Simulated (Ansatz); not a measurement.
C₂H₇FO₂Si (SMILES CC[Si](O)(O)F), singlet, geometry from GFN2-xTB; CASSCF(6,4)/STO-3G in Ansatz (a program for electronic structure).

Input for Ansatz:
Ansatz 0.2 input:
```yaml
crystal:
  periodic: [false, false, false]
  atoms:
    - {symbol: C, position_ang: [-2.00314931, -0.94258722, 0.96898920]}
    - {symbol: C, position_ang: [-1.27941501, -0.74899404, -0.36213037]}
    - {symbol: Si, position_ang: [0.35001488, 0.18819813, -0.19041684]}
    - {symbol: O, position_ang: [0.05337587, 1.61366252, 0.49169274]}
    - {symbol: O, position_ang: [1.19159618, 0.43425021, -1.55673258]}
    - {symbol: F, position_ang: [1.34302856, -0.65957489, 0.77333533]}
    - {symbol: H, position_ang: [-2.23121930, 0.02073112, 1.41652236]}
    - {symbol: H, position_ang: [-1.37959179, -1.50016669, 1.66307714]}
    - {symbol: H, position_ang: [-2.93394027, -1.48836576, 0.82522620]}
    - {symbol: H, position_ang: [-1.93922566, -0.21775685, -1.04881525]}
    - {symbol: H, position_ang: [-1.09545473, -1.72910009, -0.80762169]}
    - {symbol: H, position_ang: [0.73607178, 2.27780426, 0.55701092]}
    - {symbol: H, position_ang: [1.59150418, -0.29556029, -2.02041619]}
basis:
  gaussian:
    orbitals: STO-3G
hamiltonian:
  xc: hf
magnetization: {spin_polarized: false}
correlation: {active_space: {window: {electrons: 6, orbitals: 4}}}
```

Output, abridged:

```
Functional definition: HF
552 factors; integrals over basis functions are off by at most 4.1e-5 eV
mean field evaluation 1: about -16603.2414 eV, gradient 3.0e1 eV
mean field evaluation 2: about -16603.4334 eV, gradient 3.0e1 eV
mean field evaluation 4: about -16606.8100 eV, gradient 1.6e0 eV
mean field evaluation 8: about -16606.8208 eV, gradient 2.6e-2 eV
mean field -16606.82081446 eV, -610.2894084238 hartree, gradient 6.3e-7 eV, S^2 0.000000; 0 other end points of the search recorded, 0 dependent functions left out
reference -16606.82081446 eV, -610.2894084238 hartree; 29, 29 occupied and 12, 12 virtual orbitals, 552 factors
state -16607.26580868 eV, -610.3057616598 hartree
Total energy: -16607.26580868 eV, -610.3057616598 hartree
```
